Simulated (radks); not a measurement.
Results of a calculation; reference values are marked as such.
Kr I, 36 electrons, occupied as [Kr] (the NIST ground configuration). Code: a radial shooting solver on a logarithmic mesh with Libxc functionals. Model: Dirac Kohn-Sham, PBE, spin-unpolarised, spherical densities, finite nucleus; Fermi nuclear charge, rms radius 4.1884 fm. Some entries of the table are withheld. Estimate them.

| orbital | occ. | eigenvalue (eV) | r(max) (bohr) |
|---|---|---|---|
| 1s1/2 | 2 | -14153.16 | 0.02708 |
| 2s1/2 | 2 | (1) | 0.1543 |
| 2p1/2 | 2 | (2) | 0.1211 |
| 2p3/2 | 4 | (3) | 0.1245 |
| 3s1/2 | 2 | (4) | 0.4671 |
| 3p1/2 | 2 | -200.4687 | 0.4575 |
| 3p3/2 | 4 | -192.5527 | 0.4662 |
| 3d3/2 | 4 | (5) | 0.4097 |
| 3d5/2 | 6 | (6) | 0.4124 |
| 4s1/2 | 2 | -23.0402 | 1.340 |
| 4p1/2 | 2 | -9.6775 | 1.531 |
| 4p3/2 | 4 | -9.0413 | 1.564 |

Answer. 
(1) 2s1/2 eigenvalue (eV): -1863.488
(2) 2p1/2 eigenvalue (eV): -1684.000
(3) 2p3/2 eigenvalue (eV): -1630.171
(4) 3s1/2 eigenvalue (eV): -263.8454
(5) 3d3/2 eigenvalue (eV): -82.1388
(6) 3d5/2 eigenvalue (eV): -80.8365
